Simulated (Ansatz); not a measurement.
FHTe (SMILES F[TeH]) moved off its minimum; all values from Ansatz (a program for electronic structure), cores frozen in correlated methods. Elements past Kr take the def2 small-core potentials, without spin–orbit coupling.
(charge 0, multiplicity 1)
```xyz
3

Te     0.14375    -0.07520     0.39541
H      1.41281    -0.22264    -0.86087
F     -1.29163     0.51041    -0.99398
```

Task: Give the forces (eV/Å), the total energy and the dipole at CCSD(T)/def2-TZVPPD.

Result: 
```json
[
 {"atom": "Te1", "Fx": "-0.518", "Fy": "0.550", "Fz": "-2.771"},
 {"atom": "H2", "Fx": "-1.164", "Fy": "0.136", "Fz": "1.147"},
 {"atom": "F3", "Fx": "1.682", "Fy": "-0.685", "Fz": "1.624"}
]
```
Energy -367.4618 hartree, dipole 2.97 D.
